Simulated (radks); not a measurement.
Q: Radial electron density D(r) = 4 pi r^2 rho(r) of an atom or ion with 16 electrons. Calculated with a radial shooting solver on a logarithmic mesh with Libxc functionals: scalar-relativistic Kohn-Sham, PBE, spin-unpolarised, spherical densities, point nucleus.

r (bohr)  D(r) (e/bohr)
0.003145         0.3141
0.00403          0.4996
0.005123         0.7771
0.006565          1.214
0.008412          1.873
0.01078           2.842
0.0137            4.169
0.01756           6.032
0.0225            8.433
0.02884           11.28
0.03666           14.19
0.04698           16.80
0.0602            18.27
0.07653           18.00
0.09807           16.04
0.1257            13.44
0.161             12.07
0.2047            13.15
0.2624            15.96
0.3362            17.69
0.4308            15.80
0.5477            10.89
0.7018            5.714
0.8994            3.170
1.153             3.146
1.465             3.554
1.878             3.045
2.406             1.851
3.059            0.8312
3.919            0.2623
5.023           0.05764
6.436          0.007928

What is the nuclear charge?

A: Z = 16. The innermost maximum, from 1s, lies near gamma/Z bohr with gamma = sqrt(1 - (Z/c)^2) = 0.993, here 0.0621 bohr (found: 0.0657), and its height grows with Z. The density is that of neutral sulfur in [Ne] 3s2 3p4; the configuration itself is not fixed sharply by these data, and Z only to about a unit. D(r) has 3 maxima, at r = 0.0657, 0.339, 1.48 bohr, and minima at 0.164, 1.01 bohr, inside which lie 2.18, 10.35 electrons.
